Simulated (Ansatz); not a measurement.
```xyz
6

N    -0.8772    0.5188    0.3363
Ga    0.5751   -0.3590   -0.2356
Cl    1.5728    0.2443   -2.0111
Cl    1.3141   -2.0381    0.8351
H    -1.2331    1.3418   -0.1171
H    -1.3518    0.2922    1.1924
```

The species carries charge 0 and has multiplicity 1.

(1) List the ωB97M-V/def2-TZVPP orbital energies in eV (Ansatz 0.2.0). (Estimate.)

Results:

(1) Computed: Occupied: -10154.69, -2771.90, -2771.90, -1258.12, -1112.32, -1112.22, -1112.18, -394.74, -262.28, -262.28, -199.75, -199.75, -199.63, -199.63, -199.62, -199.62, -155.61, -108.09, -107.92, -107.82, -27.74, -27.43, -27.35, -27.12, -27.05, -25.96, -25.26, -24.94, -16.62, -16.10, -13.55, -12.79, -12.21, -11.65, -11.57, -11.38, -10.44. Lowest empty: 0.86, 1.26, 2.63, 3.44, 4.18, 4.72, 5.39, 6.68.
